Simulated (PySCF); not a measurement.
H2O4P, SMILES [O]P(=O)(O)O, multiplicity 2.

Geometry optimised at PBE0-D3(BJ)/def2-SVP. The isomer is the one that the SMILES or the coordinates give; other isomers of the formula were not compared. Other conformers were not sampled.

Computed with PBE0-D3(BJ)/def2-SVP (PySCF).

Frequencies are harmonic and unscaled.

```tsv
mode	ν (cm⁻¹)	IR (km/mol)	moving atoms (share of kinetic energy)
1	80	139.1	H 62 %, O 38 %
2	268	12.6	H 74 %, O 25 %
3	328	5.3	O 75 %, P 18 %
4	337	17.6	O 59 %, P 24 %, H 17 %
5	358	53.7	O 62 %, H 36 %
6	415	44.4	O 67 %, P 19 %, H 14 %
7	428	45.0	O 69 %, P 24 %
8	857	51.4	O 91 %
9	876	123.9	O 76 %, P 24 %
10	932	151.4	O 46 %, H 38 %, P 16 %
11	973	233.1	H 68 %, O 29 %
12	1019	112.5	H 56 %, P 24 %, O 20 %
13	1202	221.8	O 51 %, P 44 %
14	3871	179.2	H 94 %
15	3882	167.6	H 94 %
```
